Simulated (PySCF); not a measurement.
**Telling isomers of C₄H₁₁NO₃Si apart by NMR**

Computed data (PySCF 2.14.0 with density-fitted response routines): shieldings: GIAO PBE0/pcSseg-1, geometry from GFN2-xTB. One computed conformer, no solvent, fast rotation and ring inversion assumed for equivalent nuclei, relativity neglected.

δ = σ(ref) − σ, references computed at the same level: TMS for 1H, 13C. Where no couplings were computed, multiplicities follow the n + 1 count of equivalent neighbours, and m marks all less simple cases (inequivalent or close neighbours, rings, F or P nearby). Shifts are as computed. Against solution values, carbons near 30 ppm lie about +3 ppm off and those near 130 ppm about +5 ppm. Of 1309 compounds with measured shifts, 239 miss one by over three times the rms of a fit or turn the order of signals round; such compounds aren't used in these exercises. OH and NH positions are gas-phase values without hydrogen bonding to other molecules.

(1) Tabulate the signals of `CN[Si@@H](O)O[C@@H](C)C=O`, `C[C@@H](OC=O)O[Si@@H](C)N`, `CO[Si@@H](N)O[C@@H](C)C=O` and their relative energies.

(2) What is the quickest way to tell CN[Si@@H](O)O[C@@H](C)C=O from C[C@@H](OC=O)O[Si@@H](C)N?

(3) What is the quickest way to tell CN[Si@@H](O)O[C@@H](C)C=O from CO[Si@@H](N)O[C@@H](C)C=O?

(4) What is the quickest way to tell C[C@@H](OC=O)O[Si@@H](C)N from CO[Si@@H](N)O[C@@H](C)C=O?

Results:

(1) 
```tsv
SMILES	carbon types	δC	δH	E rel. (kcal/mol)
CN[Si@@H](O)O[C@@H](C)C=O	2×CH 2×CH3	212.3, 78.0, 29.2, 19.0	9.82 (d, 1H), 4.71 (m, 1H), 4.65 (s, 1H), 3.98 (br s, 1H), 2.70 (s, 3H), 1.56 (d, 3H), 0.39 (br s, 1H)	0.0
C[C@@H](OC=O)O[Si@@H](C)N	2×CH 2×CH3	167.7, 90.6, 25.5, 3.9	8.16 (s, 1H), 6.58 (q, 1H), 5.48 (q, 1H), 1.51 (d, 3H), 0.13 (d, 3H), 0.07 (br s, 2H)	6.2
CO[Si@@H](N)O[C@@H](C)C=O	2×CH 2×CH3	216.1, 75.5, 50.4, 20.1	10.29 (d, 1H), 5.13 (s, 1H), 4.35 (m, 1H), 3.86 (s, 3H), 1.32 (d, 3H), 0.75 (br s, 2H)	8.7
```

Energies are electronic energies at PBE0/pcSseg-1 on these geometries, without zero-point or thermal terms, each for the one conformer computed, which needn't be the lowest.

(2) Both give the same number of carbon signals, with the same numbers of each carbon type, so the positions decide. The first has an aldehyde carbonyl carbon (CH) at 212.3 ppm, the second an ester carbonyl carbon (CH) at 167.7 ppm. In the proton spectra the most deshielded non-exchanging signals are 9.82 (d, 1H) and 8.16 (s, 1H).

(3) Both give the same number of carbon signals, with the same numbers of each carbon type, so the positions decide. The first has a methyl carbon bonded to N (CH3) at 29.2 ppm, the second a methyl carbon bonded to O (CH3) at 50.4 ppm. Their most deshielded carbons lie at 212.3 and 216.1 ppm. In the proton spectra the most deshielded non-exchanging signals are 9.82 (d, 1H) and 10.29 (d, 1H).

(4) Both give the same number of carbon signals, with the same numbers of each carbon type, so the positions decide. The first has an ester carbonyl carbon (CH) at 167.7 ppm, the second an aldehyde carbonyl carbon (CH) at 216.1 ppm. In the proton spectra the most deshielded non-exchanging signals are 8.16 (s, 1H) and 10.29 (d, 1H).
